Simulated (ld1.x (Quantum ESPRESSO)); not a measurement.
## scandium (Sc), PAW: configuration errors across variants

* Element: Sc
* Generator: ld1.x (Quantum ESPRESSO) 7.5
* Type: PAW
* Functional: PBE
* Relativity: scalar-relativistic
* Frozen core: [Ar]
* Valence charge: 3
* Reference configuration: 3d1 4s1.75 4p0 (charge +0.25)
* Partial waves: 4s (bound): rcut 2.90, rcutus 3.45 bohr; 4s channel at 4.45 Ry: rcut 2.90, rcutus 3.45 bohr; 4p (bound, empty): rcut 3.40, rcutus 4.10 bohr; 4p channel at 0.45 Ry: rcut 3.40, rcutus 4.10 bohr; 3d (bound): rcut 1.20, rcutus 1.35 bohr; 3d channel at 3.25 Ry: rcut 1.20, rcutus 1.35 bohr
* Local potential: all-electron potential smoothed inside 1.50 bohr (lloc = -1)
* Core correction: a·sin(br)/r model core inside 0.95 bohr
* Augmentation charge: PSQ, inside the norm-conserving radii

All-electron excitation energies from the reference (eV): (1) 3d1 4s2 4p0 -1.209; (2) 3d1 4s1 4p0 5.687; (3) 3d1 4s0 4p0 18.456; (4) 3d0 4s2 4p0 7.172; (5) 3d1 4s1 4p1 1.570; (6) 3d1 4s1.5 4p0 1.545; (7) 3d1.5 4s1.5 4p0 -0.530.

The overlap operator is not positive definite (basis up to 400 Ry) in “base”, “core correction a·sin(br)/r model core inside 0.64 bohr”, “local potential all-electron potential smoothed inside 4.36 bohr (lloc = -1)”, “type ultrasoft; local potential all-electron potential smoothed inside 1.70 bohr (lloc = -1)”, “wave 4p channel at 0.45 Ry: rcut 3.40, rcutus 4.10 bohr becomes 4p channel at 7.19 Ry: rcut 3.40, rcutus 4.10 bohr”, “waves 4p (bound): rcut 3.40, rcutus 5.26 bohr; 4p channel at 0.45 Ry: rcut 3.40, rcutus 5.26 bohr”. Such files are unfit for use, however small their errors in these radial tests.

5 further variants failed, have other tests or another functional or relativity, and are left out.

Errors AE − PS in meV (a dash: test not solved or not reliable):

| change | (1) | (2) | (3) | (4) | (5) | (6) | (7) | bound ghosts |
| --- | --- | --- | --- | --- | --- | --- | --- | --- |
| base | +0.1 | -1.6 | -22 | -413 | -0.5 | -0.2 | -33 | not determined (overlap not positive) |
| core correction a·sin(br)/r model core inside 0.64 bohr | +0.1 | -1.6 | -22 | -413 | -0.5 | -0.2 | -33 | not determined (overlap not positive) |
| local potential all-electron potential smoothed inside 4.36 bohr (lloc = -1) | -0.4 | -6.5 | -43 | -362 | -1.3 | -0.7 | -46 | not determined (overlap not positive) |
| type ultrasoft; local potential all-electron potential smoothed inside 1.70 bohr (lloc = -1) | 0.0 | -3.0 | -29 | -548 | -0.7 | -0.3 | -45 | not determined (overlap not positive) |
| wave 4p channel at 0.45 Ry: rcut 3.40, rcutus 4.10 bohr becomes 4p channel at 7.19 Ry: rcut 3.40, rcutus 4.10 bohr | +0.1 | -1.6 | -22 | -413 | -0.8 | -0.2 | -33 | not determined (overlap not positive) |
| waves 4p (bound): rcut 3.40, rcutus 5.26 bohr; 4p channel at 0.45 Ry: rcut 3.40, rcutus 5.26 bohr | +0.1 | -1.6 | -22 | -413 | -0.8 | -0.2 | -33 | not determined (overlap not positive) |

Problem. Give the same row for: local potential all-electron potential smoothed inside 3.00 bohr (lloc = -1).

Solution. +0.4, +1.5, -23, -335, -0.7, +0.2, -30; bound ghosts: none.
